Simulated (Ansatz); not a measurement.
`O[Si]([SiH3])(Cl)Cl` → `Cl[Si]Cl` + silanol at 400 K and 1 bar (silylene formation by 1,1-elimination).

Computed with Ansatz on PBE0-D4/def2-TZVP structures; ΔE is electronic, products minus reactants. CCSD(T)/CBS adds triple-zeta CCSD(T) − MP2 to the extrapolated MP2 energy (def2 sets, frozen cores). This one scheme is used for every species. One conformer a species, not always the lowest.

```tsv
species	CCSD(T)/CBS energy (Eh)	H − E (kJ/mol)	S (J/(mol·K))
`O[Si]([SiH3])(Cl)Cl`	-1575.44956	151.3	422.2
`Cl[Si]Cl`	-1208.69388	25.2	297.3
`O[SiH3]`	-366.69042	120.0	276.4
```

H − E and S are ideal-gas, rigid-rotor, harmonic terms from PBE0-D4/def2-TZVP, for one conformer and one mirror image of each species. 1 Eh = 2625.50 kJ/mol, R = 8.31446 J/(mol·K).

Question: By hand: ΔE, ΔH, ΔS and ΔG.

Answer: ΔE = (-1208.69388) + (-366.69042) − (-1575.44956) = 0.06526 Eh = 171.3 kJ/mol. Δ(H − E) = 25.2 + 120.0 − 151.3 = -6.1, so ΔH = 165.2 kJ/mol. ΔS = 297.3 + 276.4 − 422.2 = 151.5 J/(mol·K). ΔG = 165.2 − 400 × (151.5)/1000 = 104.6 kJ/mol.

Question: By hand: the equilibrium constant, and the temperature at which ΔG would vanish if ΔH and ΔS stayed fixed.

Answer: log₁₀ K = −ΔG/(RT ln 10) = -13.7. ΔG = 0 at ΔH/ΔS = 1090 K.

The number of gas molecules changes by +1, which sets the sign of ΔS. A doubt of 5 kJ/mol in ΔE shifts log₁₀ K by 0.7 here. Other conformers and mirror images would add mixing entropy, several J/(mol·K) or more a flexible species. These are equilibria of isolated gas molecules and say nothing of rates. Largest T1 diagnostic: 0.013 (customary marks: 0.02 for closed shells, 0.045 for open ones).
